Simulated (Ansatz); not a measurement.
Ansatz (an electronic-structure program) input (B3LYP-D3(BJ)/def2-TZVP):

Ansatz 0.2 input:
```yaml
crystal:
  periodic: [false, false, false]
  atoms:
    - {symbol: Rh, position_ang: [0.87685415, -0.50875312, 0.76766824]}
    - {symbol: B, position_ang: [-0.27246414, -0.15543687, 2.16960455]}
    - {symbol: B, position_ang: [-0.04907096, 0.17266058, -0.92587693]}
    - {symbol: O, position_ang: [-0.56380792, 0.56452140, -1.96355906]}
basis:
  gaussian:
    orbitals: def2-TZVP
hamiltonian:
  xc: b3lyp
  dispersion: d3bj
total_charge: -1
relax: {f_tol: 0.002, max_steps: 150}
```

Output:

```
Functional definition: B3LYP
integrals: 0.04 GiB planned
851 factors; their error is unknown
mean field: 0.45 GiB planned
mean field evaluation 1: about -6409.6692 eV, gradient 3.5e1 eV
mean field evaluation 2: about -6400.3802 eV, gradient 7.8e1 eV
mean field evaluation 4: about -6411.9641 eV, gradient 1.0e1 eV
mean field evaluation 8: about -6412.1529 eV, gradient 6.4e-2 eV
mean field evaluation 16: about -6412.1827 eV, gradient 3.8e-4 eV
mean field -6412.18272734 eV, -235.6433688961 hartree, gradient 2.1e-5 eV, S^2 0.000000; 0 other end points of the search recorded, 0 dependent functions left out
the calculation of the forces begins
reference -6412.18294722 eV, -235.6433769767 hartree; 18, 18 occupied and 115, 115 virtual orbitals, 851 factors
relax step   1: F+E_penalty+E_count = -6412.39710367 eV  Δ(F+E_penalty+E_count) = +0.000e0 eV  max|allowed force component| = 1.980e0 eV/Å  Δτ_max = 0.0000 Å  (33 SCF iters, accepted)
these checks for a lower state are left out or cut short: starts, cluster_reference, orbital_swaps, neighbouring_geometries, increment
integrals: 0.04 GiB planned
851 factors; their error is unknown
mean field: 0.45 GiB planned
mean field -6412.31926826 eV, -235.6483866824 hartree, gradient 2.1e-5 eV, S^2 0.000000; 0 other end points of the search recorded, 0 dependent functions left out
the calculation of the forces begins
reference -6412.31948655 eV, -235.6483947045 hartree; 18, 18 occupied and 115, 115 virtual orbitals, 851 factors
relax step   2: F+E_penalty+E_count = -6412.53828120 eV  Δ(F+E_penalty+E_count) = -1.412e-1 eV  max|allowed force component| = 9.255e-1 eV/Å  Δτ_max = 0.1409 Å  (44 SCF iters, accepted)
these checks for a lower state are left out or cut short: starts, cluster_reference, orbital_swaps, neighbouring_geometries, increment
integrals: 0.04 GiB planned
851 factors; their error is unknown
mean field: 0.45 GiB planned
mean field evaluation 32: about -6412.3487 eV, gradient 1.7e-3 eV
mean field -6412.34872128 eV, -235.6494690609 hartree, gradient 1.5e-5 eV, S^2 0.000000; 0 other end points of the search recorded, 0 dependent functions left out
the calculation of the forces begins
reference -6412.34893850 eV, -235.6494770435 hartree; 18, 18 occupied and 115, 115 virtual orbitals, 851 factors
relax step   3: F+E_penalty+E_count = -6412.56931065 eV  Δ(F+E_penalty+E_count) = -3.103e-2 eV  max|allowed force component| = 3.179e-1 eV/Å  Δτ_max = 0.0417 Å  (40 SCF iters, accepted)
these checks for a lower state are left out or cut short: starts, cluster_reference, orbital_swaps, neighbouring_geometries, increment
integrals: 0.04 GiB planned
851 factors; their error is unknown
mean field: 0.45 GiB planned
mean field -6412.35218358 eV, -235.6495962982 hartree, gradient 2.3e-5 eV, S^2 0.000000; 0 other end points of the search recorded, 0 dependent functions left out
the calculation of the forces begins
reference -6412.35240089 eV, -235.6496042840 hartree; 18, 18 occupied and 115, 115 virtual orbitals, 851 factors
relax step   4: F+E_penalty+E_count = -6412.57239812 eV  Δ(F+E_penalty+E_count) = -3.087e-3 eV  max|allowed force component| = 1.272e-1 eV/Å  Δτ_max = 0.0108 Å  (39 SCF iters, accepted)
these checks for a lower state are left out or cut short: starts, cluster_reference, orbital_swaps, neighbouring_geometries, increment
integrals: 0.04 GiB planned
851 factors; their error is unknown
mean field: 0.45 GiB planned
mean field -6412.35345096 eV, -235.6496428734 hartree, gradient 2.2e-5 eV, S^2 0.000000; 0 other end points of the search recorded, 0 dependent functions left out
the calculation of the forces begins
reference -6412.35366813 eV, -235.6496508543 hartree; 18, 18 occupied and 115, 115 virtual orbitals, 851 factors
relax step   5: F+E_penalty+E_count = -6412.57346806 eV  Δ(F+E_penalty+E_count) = -1.070e-3 eV  max|allowed force component| = 6.351e-2 eV/Å  Δτ_max = 0.0178 Å  (38 SCF iters, accepted)
these checks for a lower state are left out or cut short: starts, cluster_reference, orbital_swaps, neighbouring_geometries, increment
integrals: 0.04 GiB planned
851 factors; their error is unknown
mean field: 0.45 GiB planned
mean field -6412.35372092 eV, -235.6496527942 hartree, gradient 2.4e-5 eV, S^2 0.000000; 0 other end points of the search recorded, 0 dependent functions left out
the calculation of the forces begins
reference -6412.35393817 eV, -235.6496607782 hartree; 18, 18 occupied and 115, 115 virtual orbitals, 851 factors
relax step   6: F+E_penalty+E_count = -6412.57355666 eV  Δ(F+E_penalty+E_count) = -8.860e-5 eV  max|allowed force component| = 5.422e-3 eV/Å  Δτ_max = 0.0050 Å  (40 SCF iters, accepted)
these checks for a lower state are left out or cut short: starts, cluster_reference, orbital_swaps, neighbouring_geometries, increment
integrals: 0.04 GiB planned
851 factors; their error is unknown
mean field: 0.45 GiB planned
mean field -6412.35369146 eV, -235.6496517116 hartree, gradient 2.4e-5 eV, S^2 0.000000; 0 other end points of the search recorded, 0 dependent functions left out
the calculation of the forces begins
reference -6412.35390870 eV, -235.6496596952 hartree; 18, 18 occupied and 115, 115 virtual orbitals, 851 factors
relax step   7: F+E_penalty+E_count = -6412.57355871 eV  Δ(F+E_penalty+E_count) = -2.049e-6 eV  max|allowed force component| = 2.213e-4 eV/Å  Δτ_max = 0.0009 Å  (31 SCF iters, accepted)
integrals: 0.04 GiB planned
851 factors; their error is unknown
mean field: 0.45 GiB planned
mean field evaluation 64: about -6409.4415 eV, gradient 3.7e1 eV
mean field -6412.35369146 eV, -235.6496517116 hartree, gradient 2.5e-5 eV, S^2 0.000000; 1 other end points of the search recorded, 0 dependent functions left out
the calculation of the forces begins
reference -6412.35390870 eV, -235.6496596952 hartree; 18, 18 occupied and 115, 115 virtual orbitals, 851 factors
Total energy: -6412.57377596 eV, -235.6577396677 hartree
Atom 0 at     0.891355    -0.519083     0.792317 Å, force     0.000016    -0.000038     0.000205 eV/Å
Atom 1 at    -0.290681    -0.123259     2.002602 Å, force     0.000039     0.000012    -0.000221 eV/Å
Atom 2 at    -0.000380     0.143378    -0.884732 Å, force    -0.000023     0.000029    -0.000108 eV/Å
Atom 3 at    -0.608783     0.571956    -1.862350 Å, force    -0.000033    -0.000004     0.000125 eV/Å
Dipole moment:     0.919392    -0.512420     0.514720 e Å
```
